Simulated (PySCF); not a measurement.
This singlet lies 1.07 eV below the relaxed triplet at the level B3LYP-D3(BJ)/def2-TZVP (PySCF).

B3LYP has the VWN-RPA correlation part, as in Gaussian. 

Cartesian coordinates (Å):
SMILES: [Si](C)C=C
```xyz
10

C      2.1824     0.2082    -0.0850
C      0.8558     0.2091    -0.2688
Si    -0.2604     0.7796     1.1383
C     -1.9398     0.5643     0.2625
H      2.6160     0.5270     0.8590
H      2.8887    -0.1024    -0.8498
H      0.4786    -0.1211    -1.2368
H     -2.0676    -0.4854    -0.0304
H     -2.7912     0.8561     0.8774
H     -1.9625     1.1464    -0.6664
```
Charge 0, spin multiplicity 1.

Question: What is the computed dipole moment, LUMO and HOMO–LUMO gap (B3LYP-D3(BJ)/def2-TZVP run with PySCF)?

Answer: 
```json
{
 "dipole_moment": "1.38 D",
 "LUMO": "-2.49 eV",
 "HOMO–LUMO gap": "3.35 eV"
}
```
